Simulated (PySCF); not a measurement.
chloroform (CHCl$_{3}$), singlet, at a GFN2-xTB geometry; PBE/STO-3G (PySCF).

PySCF was given this input:
```python
from pyscf import gto, scf, dft

mol = gto.Mole()
mol.atom = '''
    C    -0.001023    0.007108    0.481001
    H    -0.003344    0.023236    1.572333
    Cl    0.009258    1.673966   -0.112156
    Cl    1.446620   -0.846731   -0.071848
    Cl   -1.455321   -0.831110   -0.078251
'''
mol.basis = 'sto-3g'
mol.charge = 0
mol.spin = 0
mol.verbose = 4
mol.build()

mf = dft.RKS(mol)
mf.xc = 'pbe'
mf.kernel()
```

Question: Write the output that PySCF gives for this input, abridged.

Answer: 
```
PySCF version 2.14.0

[INPUT] verbose = 4
[INPUT] num. atoms = 5
[INPUT] num. electrons = 58
[INPUT] charge = 0
[INPUT] spin (= nelec alpha-beta = 2S) = 0
[INPUT] symmetry False subgroup None
[INPUT] Mole.unit = angstrom
[INPUT] Symbol           X                Y                Z      unit          X                Y                Z       unit  Magmom
[INPUT]  1 C     -0.001023000000   0.007108000000   0.481001000000 AA   -0.001933189825   0.013432173293   0.908960155642 Bohr   0.0
[INPUT]  2 H     -0.003344000000   0.023236000000   1.572333000000 AA   -0.006319244161   0.043909676230   2.971278746616 Bohr   0.0
[INPUT]  3 Cl     0.009258000000   1.673966000000  -0.112156000000 AA    0.017495084461   3.163337281834  -0.211944123227 Bohr   0.0
[INPUT]  4 Cl     1.446620000000  -0.846731000000  -0.071848000000 AA    2.733715606318  -1.600089691179  -0.135773042598 Bohr   0.0
[INPUT]  5 Cl    -1.455321000000  -0.831110000000  -0.078251000000 AA   -2.750158113328  -1.570570279387  -0.147872958973 Bohr   0.0

nuclear repulsion = 263.971152148203
number of shells = 19
number of NR pGTOs = 99
number of NR cGTOs = 33
basis = sto-3g
ecp = {}

******** <class 'pyscf.dft.rks.RKS'> ********
method = RKS
initial guess = minao
damping factor = 0
level_shift factor = 0
DIIS = <class 'pyscf.scf.diis.CDIIS'>
diis_start_cycle = 1
diis_space = 8
diis_damp = 0
SCF conv_tol = 1e-09
SCF conv_tol_grad = None
SCF max_cycles = 50
direct_scf = True
direct_scf_tol = 1e-13
XC library pyscf.dft.libxc version 7.1.2
    S. Lehtola, C. Steigemann, M. J. T. Oliveira, and M. A. L. Marques,  SoftwareX 7, 1–5 (2018)
XC functionals = pbe
    J. P. Perdew, K. Burke, and M. Ernzerhof,  Phys. Rev. Lett. 77, 3865 (1996)
    J. P. Perdew, K. Burke, and M. Ernzerhof,  Phys. Rev. Lett. 78, 1396 (1997)
    J. P. Perdew, K. Burke, and M. Ernzerhof,  Phys. Rev. Lett. 77, 3865 (1996)
    J. P. Perdew, K. Burke, and M. Ernzerhof,  Phys. Rev. Lett. 78, 1396 (1997)
radial grids:
    Treutler-Ahlrichs [JCP 102, 346 (1995); DOI:10.1063/1.469408] (M4) radial grids

becke partition: Becke, JCP 88, 2547 (1988); DOI:10.1063/1.454033
pruning grids: <function nwchem_prune>
grids dens level: 3
symmetrized grids: False
atomic radii adjust function: <function treutler_atomic_radii_adjust>
small_rho_cutoff = 0
Set gradient conv threshold to 3.16228e-05
Initial guess from minao.
tot grids = 80568
init E= -1402.63694795206
  HOMO = -0.359267531797145  LUMO = -0.030926858054708  gap/eV = 8.93460
cycle= 1 E= -1403.01071914923  delta_E= -0.374  |g|= 0.552  |ddm|=  3.1
  HOMO = -0.213521868173348  LUMO = -0.0596397863822531  gap/eV = 4.18734
cycle= 2 E= -1402.68437363449  delta_E= 0.326  |g|= 1.16  |ddm|= 2.44
  HOMO = -0.213907967321038  LUMO = 0.0265829731105824  gap/eV = 6.54409
cycle= 3 E= -1403.12053376152  delta_E= -0.436  |g|= 0.0197  |ddm|= 1.65
  HOMO = -0.218931471349211  LUMO = 0.0235319099881086  gap/eV = 6.59776
cycle= 4 E= -1403.12071521812  delta_E= -0.000181  |g|= 0.00414  |ddm|= 0.0556
  HOMO = -0.21844321119023  LUMO = 0.0239051613720732  gap/eV = 6.59464
cycle= 5 E= -1403.12072365854  delta_E= -8.44e-06  |g|= 0.000305  |ddm|= 0.0103
  HOMO = -0.218434372502695  LUMO = 0.0239166095152288  gap/eV = 6.59471
cycle= 6 E= -1403.12072369929  delta_E= -4.08e-08  |g|= 1.56e-05  |ddm|= 0.000676
  HOMO = -0.21843543792183  LUMO = 0.0239173789847268  gap/eV = 6.59476
cycle= 7 E= -1403.12072369937  delta_E= -8.14e-11  |g|= 2.04e-06  |ddm|= 2.2e-05
  HOMO = -0.218435382772435  LUMO = 0.0239181162060978  gap/eV = 6.59477
Extra cycle  E= -1403.12072369937  delta_E= 5.91e-12  |g|= 3.93e-06  |ddm|= 8.51e-06
converged SCF energy = -1403.12072369937
```
